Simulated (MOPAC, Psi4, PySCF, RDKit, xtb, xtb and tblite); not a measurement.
Relaxed torsion scan: SMILES [SiH2]([Si](F)(F)F)[SiH2]C(F)(F)F. Scanned: dihedral C2–Si5–Si6–Si7; all other coordinates were relaxed at GFN2-xTB. GFN2-xTB can order the conformers of Si and Ge chains otherwise than DFT does. Points at φ and −φ are mirror images.

Geometry of the scan point at -30° (Å):
```
14

F     -3.1358    -0.3105    -0.4790
C     -2.5291     0.8504    -0.1466
F     -2.2888     1.4901    -1.3135
F     -3.4446     1.5846     0.5063
Si    -0.8835     0.5444     0.8567
Si     0.5040    -0.6640    -0.5776
Si    -0.5641    -2.0260    -2.0775
F     -1.4633    -1.3187    -3.1739
F     -1.5303    -3.0973    -1.4140
F      0.3918    -2.9345    -2.9655
H     -0.4781     1.9083     1.2058
H     -1.3906    -0.1017     2.0710
H      1.4115    -1.4812     0.2474
H      1.3790     0.2577    -1.3244
```

Levels of theory: GFN2-xTB (xtb and tblite); MMFF94 // GFN2-xTB (RDKit); B3LYP/def2-SVP // GFN2-xTB (Psi4); B3LYP-D3(BJ)/def2-SVP // GFN2-xTB (Psi4); PBE/def2-SVP // GFN2-xTB (Psi4); PBE-D3(BJ)/def2-SVP // GFN2-xTB (Psi4); UFF // GFN2-xTB (RDKit); PM3, restricted, heats of formation // GFN2-xTB (MOPAC); PM7, restricted, heats of formation // GFN2-xTB (MOPAC); GFN1-xTB // GFN2-xTB (xtb); RKS-B3LYP/6-31G* = PySCF with restricted B3LYP/6-31G*, spherical d, density fitting // GFN2-xTB; RKS-BP86/6-31G* = restricted BP86/6-31G*, spherical d, density fitting // GFN2-xTB (PySCF 2.14.0); RMP2/6-31G* = restricted MP2 (frozen core)/6-31G*, spherical d // GFN2-xTB run with PySCF; RKS-B3LYP/LANL2DZ = PySCF with restricted B3LYP/LANL2DZ, with its core potentials past Ne // GFN2-xTB.

Least-squares fit of E(φ) = a0 + Σ (a_n cos nφ + b_n sin nφ), n = 1 to 4, to the 12 scan points, in kJ/mol above the lowest point of each profile (levels whose profile four harmonics don't fit are not listed):

```tsv
method	a0	a1	b1	a2	b2	a3	b3	a4	b4	rms of fit
GFN2-xTB	2.78	2.21	0.00	0.09	0.00	0.67	0.00	0.03	0.00	0.05
MMFF94	15.26	-16.01	0.00	-0.60	0.00	4.69	0.00	0.91	0.00	0.41
B3LYP/def2-SVP	4.04	-2.40	0.00	-0.35	0.00	2.91	0.00	0.49	0.00	0.12
B3LYP-D3(BJ)/def2-SVP	4.70	-3.68	0.00	-0.57	0.00	3.04	0.00	0.54	0.00	0.14
PBE/def2-SVP	4.10	-2.69	0.00	-0.48	0.00	2.89	0.00	0.53	0.00	0.14
PBE-D3(BJ)/def2-SVP	4.51	-3.48	0.00	-0.60	0.00	2.97	0.00	0.56	0.00	0.15
UFF	5.56	-4.31	0.00	-1.70	0.00	2.73	0.00	0.96	0.00	0.35
PM3	1.16	1.58	0.00	0.34	0.00	-0.18	0.00	-0.08	0.00	0.10
PM7	5.16	2.71	0.00	-0.85	0.00	1.79	0.00	0.30	0.00	0.08
GFN1-xTB	1.53	-1.47	0.00	0.07	0.00	0.39	0.00	0.25	0.00	0.11
RKS-B3LYP/6-31G*	3.32	-2.77	0.00	-1.02	0.00	2.18	0.00	0.45	0.00	0.12
RKS-BP86/6-31G*	3.00	-2.28	0.00	-0.82	0.00	2.24	0.00	0.45	0.00	0.17
RMP2/6-31G*	3.75	-3.26	0.00	-0.90	0.00	2.38	0.00	0.52	0.00	0.15
RKS-B3LYP/LANL2DZ	2.78	2.09	0.00	0.53	0.00	1.48	0.00	0.25	0.00	0.01
```

MMFF94 has few fitted parameters for silicon.
